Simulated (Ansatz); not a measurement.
Cost and result for the atomization energy of C$_{4}$H$_{10}$BN, SMILES `BN(C=C)CC` (16 atoms, 15 bonds).

| atom | x (Å) | y (Å) | z (Å) |
| --- | --- | --- | --- |
| B1 | 2.0748 | 0.0334 | -0.3392 |
| N2 | 0.7593 | -0.1581 | 0.0962 |
| C3 | 0.2161 | -1.4408 | 0.1885 |
| C4 | -1.0029 | -1.7747 | 0.6040 |
| C5 | -0.0961 | 0.9678 | 0.4528 |
| C6 | -1.0656 | 1.3476 | -0.6523 |
| H7 | 2.7255 | -0.9218 | -0.6445 |
| H8 | 2.5085 | 1.1462 | -0.3910 |
| H9 | 0.9156 | -2.2104 | -0.1186 |
| H10 | -1.2797 | -2.8193 | 0.6380 |
| H11 | -1.7482 | -1.0551 | 0.9159 |
| H12 | 0.5571 | 1.8109 | 0.6783 |
| H13 | -0.6342 | 0.7227 | 1.3735 |
| H14 | -1.7112 | 2.1656 | -0.3242 |
| H15 | -1.6989 | 0.5072 | -0.9389 |
| H16 | -0.5201 | 1.6788 | -1.5384 |

Total charge 0; spin multiplicity 1. Geometry: relaxed with PBE0-D4/def2-TZVP. It is one conformer, not always the lowest. Program: Ansatz. All runs use 4 threads of an Arm Neoverse V1 on a shared host. Times are those of one run each, without the atoms' runs, and a repeat can differ threefold. Electronic energies, without spin–orbit coupling; frozen cores. CCSD(T)/CBS adds CCSD(T) − MP2 in def2-TZVPP to the MP2 limit, and its time is that of the two runs behind it. T1 = 0.012. B3LYP takes the VWN-RPA correlation (the form of Gaussian; ORCA's B3LYP/G). HSE06 is the plane-wave form, built on full-range PBE exchange.

CCSD(T)/CBS is a level of theory with its own doubt, some kJ/mol a heavy atom from the limit and from the frozen cores, so smaller differences don't rank the functionals.

```
                            level  functions  wall time  atomization (kcal/mol)  difference from CCSD(T)/CBS  per bond
             revPBE-D4/def2-TZVPP        326      3.4 s                  1529.1                          4.5       0.3
               BLYP-D4/def2-TZVPP        326      3.5 s                  1531.5                          6.9       0.5
               PBE0-D4/def2-TZVPP        326      4.9 s                  1540.5                         15.9       1.1
              HSE06-D4/def2-TZVPP        326      5.5 s                  1541.5                         16.9       1.1
          CAM-B3LYP-D4/def2-TZVPP        326      5.5 s                  1540.5                         15.9       1.1
B3LYP-D4/def2-TZVPP (with forces)        326      8.5 s                  1535.8                         11.2       0.7
            r2SCANh-D4/def2-TZVPP        326      8.5 s                  1525.1                          0.5       0.0
                B97M-V/def2-TZVPP        326       15 s                  1531.1                          6.5       0.4
 ωB97M-V/def2-TZVPP (with forces)        326       19 s                  1534.0                          9.4       0.6
                 CCSD(T)/def2-SVP        134       19 s                  1466.0                        -58.6      -3.9
                   MP2/def2-QZVPP        642       61 s                  1529.7                          5.1       0.3
               CCSD(T)/def2-TZVPP        326     31 min                  1490.6                        -34.0      -2.3
                CCSD(T)/CBS(def2)          –     32 min                  1524.6                          0.0       0.0
```

The D4 term adds +12.4 kcal/mol with B3LYP and +6.6 kcal/mol with PBE0; it sums over pairs of atoms, weighted by their polarisabilities, and B3LYP, whose exchange is more repulsive, gets the larger term. Leaving LDA and LC-ωPBE aside and taking each functional with its dispersion term where it has one, the values, not all of them listed here, spread over 66.4 kcal/mol, from BHLYP-D4 to PBE-D4. LDA lies +185.6 kcal/mol from PBE without D4, its usual overbinding. From PBE to PBE0 (25 % exact exchange), in def2-TZVPP and without D4, the atomization energy moves by −21.6 kcal/mol: exact exchange takes away binding that semilocal exchange gives to molecules.
